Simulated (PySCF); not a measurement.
Molecule: CH₃Cd, charge 1, multiplicity 1. SMILES: [CH3][Cd+]
Geometry from a B3LYP-D3(BJ)/def2-TZVP (Ansatz) optimisation:
```
C
H 1 1.0845
H 1 1.0845 2 115.26
H 1 1.0845 2 115.26 3 -138.11
Cd 1 2.2011 2 102.77 4 -110.94
```
Charge +1, spin multiplicity 1.

Dispersion corrections to the total energy (kcal/mol) from the dftd3 and dftd4 libraries through PySCF: D3(BJ) without and D4 with the three-body term, each with the damping fitted for the functional named.

```
functional  D3(BJ)     D4
----------  ------  -----
PW6B95       -0.87      …
HF          -14.57      …
PBE0             …  -1.09
LC-wPBE      -1.56  -1.48
BP86         -2.73  -1.75
revPBE       -4.17  -4.14
TPSSh        -1.87  -1.59
```

Question: Complete the blanks.

Answer: 
- PW6B95, D4: -1.17
- HF, D4: -5.01
- PBE0, D3(BJ): -1.39
